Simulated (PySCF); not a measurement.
# Se⁺ (selenium, charge +1): UHF calculation

Configuration: [Ar] 3d10 4s2 4p2 5s1, high-spin 4P determinant (an excited configuration). Computed with PySCF 2.14 in aug-cc-pwCVTZ-PP with ECP10MDF, with scalar relativity through the core potential.

```json
{
  "Total energy": "-371.113490 hartree",
  "One-electron energy": "-642.0715 hartree",
  "Hartree (Coulomb) energy": "298.2432 hartree",
  "Exchange energy": "-27.2852 hartree",
  "⟨S²⟩": "3.7577",
  "⟨L²⟩": "2.057",
  "Sum of ⟨r⟩": "23.09 bohr",
  "Sum of ⟨r²⟩": "48.57 bohr²",
  "Traceless quadrupole moment −½Σ⟨3z² − r²⟩ along its main axis": "0.613 e·bohr²"
}
```

```
shell  electrons  mean orbital energy (eV)  spread (eV)  rms radius, mean of both spins (bohr)
 3s α          1                   -259.11            0                                  0.614
 3s β          1                   -258.49            0                                  0.614
 3p α          3                   -201.32        0.079                                  0.637
 3p β          3                   -200.68        0.727                                  0.637
 3d α          5                   -87.104        0.310                                  0.688
 3d β          5                   -86.692        0.693                                  0.688
 4s α          1                   -39.740            0                                   1.84
 4s β          1                   -33.506            0                                   1.84
 4p α          2                   -25.277            0                                   2.17
 5s α          1                    -9.015            0                                   4.95
```

Energies and moments cover only the electrons outside the core potential. The outer electron is Rydberg-like, and this basis confines it to a smaller radius and binds it less than a complete one would.
